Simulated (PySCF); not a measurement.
Sc(OH)3 (H3O3Sc), SMILES [Sc]([OH])([OH])[OH]. Atoms are numbered in the order given.

```xyz
7

Sc     0.0000     0.0000     0.0000
O      1.5874    -0.9974     0.0000
H      2.0522    -1.8381     0.0000
O     -1.6575    -0.8760     0.0000
H     -2.6179    -0.8582     0.0000
O      0.0701     1.8734     0.0000
H      0.5658     2.6963     0.0000
```

Geometry optimised at B3LYP-D3(BJ)/def2-SVP. Other conformers were not sampled.

Two levels are set side by side: PBE/pcSseg-1 (PySCF) and KT2/pcSseg-1 (PySCF). GIAO shifts against H2O (¹⁷O), TMS (¹H) at the same level; non-relativistic, no solvent, atoms listed together averaged. Differences are taken from unrounded values.

| quantity | KT2 | PBE | PBE minus KT2 |
|---|---|---|---|
| δ(¹⁷O) of O2, O4, O6 (ppm) | 231.9 | 237.2 | 5.3 |
| δ(¹H) of H3, H5, H7 (ppm) | 4.06 | 3.99 | -0.07 |

Rough cost on one machine, each run with all the roots and properties that it gave: KT2 against PBE within a factor of 2.
